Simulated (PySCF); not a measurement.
**Correlation energy of Ar+ (argon, charge +1)**

[Ne] 3s2 3p5, 2P determinant. All numbers are calculated (PySCF 2.14, the non-relativistic Hamiltonian (point nucleus), in aug-cc-pwCVDZ (6s5p3d, 36 functions)). Frozen: 1s2; 15 electrons correlated.

```json
{"level": "CCSD", "correlation energy (mhartree)": "-292.02"}
{"level": "(T)", "correlation energy (mhartree)": "-3.25"}
{"level": "CCSD(T)", "correlation energy (mhartree)": "-295.27"}
```

Diagnostics: T1 = 0.0042, D1 = 0.0219, largest double amplitude 0.046.

Cost of the coupled-cluster step: roughly 2.9 core-seconds, for 15 correlated electrons.
